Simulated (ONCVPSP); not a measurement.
Ranking ONCV potentials for K (Z = 19)

All share these settings but for the change named:

| Quantity | Value |
| --- | --- |
| Element | potassium (K) |
| Generator | ONCVPSP 4.0.1 |
| Type | optimised norm-conserving Vanderbilt (ONCV) |
| Functional | LDA (Perdew-Wang 92) |
| Relativity | fully relativistic |
| Frozen core | [Ne] |
| Valence charge | 9 |
| Reference configuration | 3s2 3p6 (charge +1) |
| Partial waves | 3s: rc 1.70 bohr, ncon 5, nbas 9, qcut 9.2 1/bohr, 2 projectors, debl 0.4 Ha; 3p: rc 2.05 bohr, ncon 4, nbas 9, qcut 7.2 1/bohr, 2 projectors, debl 0.9 Ha; d scattering state at 0.12 Ha: rc 1.55 bohr, ncon 5, nbas 10, qcut 6.2 1/bohr, 2 projectors, debl 2.7 Ha |
| Local potential | polynomial inside 1.10 bohr (lpopt 4, dvloc0 1 Ha) |
| Core correction | polynomial model core, fcfact 0.4 |

Open shells are filled in proportion to 2j + 1.

In the s channel the program set the typed energies aside and used -1.520, 0.250 Ha. In the p channel the program set the typed energies aside and used -0.914, 0.250 Ha (j = l + 1/2; the other j can differ). In the d channel the program set the typed energies aside and used 0.050, 2.750 Ha (j = l + 1/2; the other j can differ).

Test errors are all-electron minus pseudo excitation energies from the reference, over 3s2 3p6 4s1; 3s2 3p6 4s0.5; 3s2 3p6 4p1; 3s2 3p5 4s1. None of these files shows a bound ghost.

The base gives 1.9 meV.

Of 5 variants that were run, those that failed, showed a ghost or another fault, or gave nearly equal values are left out.

A variant can come out equal or close to the base, since the largest error may sit in a test that the change hardly touches while other tests move.

**Question.** Rank these variants by their largest absolute test error, smallest first.
A. p: qcut 10.1
B. scalar-relativistic
C. local potential polynomial inside 1.30 bohr (lpopt 5, dvloc0 0 Ha)
D. p: nbas 7

**Answer.** C (1.9 meV), D (2.5 meV), B (5.0 meV), A (7.3 meV).
